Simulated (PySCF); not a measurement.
Dipole response of Hg (mercury, neutral)

[Xe] 4f14 5d10 6s2, closed-shell 1S. Calculation: PySCF 2.14, in aug-cc-pwCVTZ-PP with ECP60MDF; a scalar-relativistic core potential. Coupled (time-dependent) response in atomic units; α is the mean over directions.

```json
{"method": "HSE06", "mean α (bohr³)": "36.43", "C₆ (like pair)": "353.6", "S(−4)": "469.2"}
```

S(−4) is the Cauchy moment in α(ω) = α(0) + S(−4) ω² + …

Reference α: 33.91 ± 0.34 bohr³ (recommended; Schwerdtfeger and Nagle, table of static dipole polarizabilities (2023 update)). Published C₆: 268.0 (Gould and Bucko (2016)).

α(iu) at HSE06:

```tsv
u (hartree)	α(iu) (bohr³)
0	36.43
0.0500	35.31
0.100	32.43
0.200	25.21
0.300	19.37
0.500	12.57
0.750	8.498
1.00	6.295
1.50	3.951
2.00	2.736
3.00	1.538
5.00	0.6756
```

A single London oscillator, α(iu) = α/(1 + u²/ω²), gives C₆ = (3/4) ω α². Matching the computed C₆ needs ω = 4 × 353.6 / (3 × 36.43²) = 0.355 hartree.

Energies and moments cover only the electrons outside the core potential. Spin-orbit coupling, which splits the p, d and f shells strongly at this Z, is absent.
